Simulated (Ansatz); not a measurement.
Computed with Ansatz on PBE0-D4/def2-TZVP structures; ΔE is electronic, products minus reactants. CCSD(T)/CBS is the MP2 limit (def2-TZVPP, def2-QZVPP) plus CCSD(T) − MP2 in def2-TZVPP, frozen cores. This one scheme is used for every species. DFT in def2-TZVPP. One conformer a species, not always the lowest.

Reaction (redistribution): `[NH2][AlH2]` + `[SiH3]N([SiH3])[Si]S` → `[NH2][AlH][N]([SiH3])[SiH3]` + `[SiH]S`

`[NH2][AlH2]`:

```xyz
6

N    -0.899   -0.176   -0.201
Al    0.794    0.155    0.178
H    -1.259   -1.068   -0.500
H    -1.644    0.501   -0.149
H     1.830   -1.035    0.039
H     1.178    1.622    0.634
```

`[SiH3]N([SiH3])[Si]S`:

Cartesian coordinates in Å:
```
Si 0.964 -0.639 0.600
N -0.291 0.220 -0.262
Si -1.747 0.572 0.652
Si -0.280 0.771 -1.912
S 1.641 0.168 -2.706
H 0.470 -0.880 1.981
H 2.214 0.160 0.663
H 1.260 -1.943 -0.045
H -2.676 1.297 -0.251
H -1.425 1.413 1.833
H -2.376 -0.688 1.125
H 2.246 -0.453 -1.677
```

`[NH2][AlH][N]([SiH3])[SiH3]`:

```xyz
14

N     1.627    2.121   -0.130
Al   -0.025    1.516   -0.226
N    -0.341   -0.240    0.007
Si   -1.950   -0.874   -0.111
Si    0.931   -1.370    0.327
H     2.450    1.583    0.084
H     1.869    3.089   -0.271
H    -1.218    2.502   -0.520
H    -2.488   -1.265    1.221
H    -1.968   -2.087   -0.976
H    -2.841    0.159   -0.702
H     2.119   -0.654    0.865
H     1.349   -2.104   -0.899
H     0.487   -2.377    1.330
```

`[SiH]S`:

Z-matrix (Å, degrees):
```
Si
S 1 2.115
H 1 1.525 2 89.3
H 2 1.346 1 97.5 3 -179.9
```

(1) Is it downhill or uphill in electronic energy at CCSD(T)/CBS, and by how much? (Estimate.)

(2) What do these levels give: r2SCAN-D4, ωB97X-V, ωB97M-V, B2PLYP, PBE0, HF/def2-TZVPP, CCSD/def2-TZVPP, CCSD(T)/def2-TZVPP, MP2/def2-QZVPP, SCS-MP2/def2-QZVPP, HF/CBS(def2), MP2/CBS(def2)? (An estimate is asked.)

Largest T1 diagnostic among the species: 0.016.

Results:

(1) The calculation gave: Downhill: ΔE = -3.8 kcal/mol.

(2) Computed: r2SCAN-D4 -4.1, ωB97X-V -3.7, ωB97M-V -3.3, B2PLYP -4.1, PBE0 -4.0, HF/def2-TZVPP -6.8, CCSD/def2-TZVPP -5.0, CCSD(T)/def2-TZVPP -4.1, MP2/def2-QZVPP -2.8, SCS-MP2/def2-QZVPP -3.6, HF/CBS(def2) -6.8, MP2/CBS(def2) -2.7 kcal/mol.

In def2-TZVPP, CCSD(T) changes the Hartree–Fock value by +2.7 kcal/mol (the triples alone add +0.9 kcal/mol) and MP2 by +3.8 kcal/mol. The D4 term adds +1.9 kcal/mol with B3LYP and +1.0 kcal/mol with PBE0; it sums over pairs of atoms, weighted by their polarisabilities, and B3LYP, whose exchange is more repulsive, gets the larger term.

B3LYP here is the variant with VWN-RPA as its local correlation; programs differ in this.
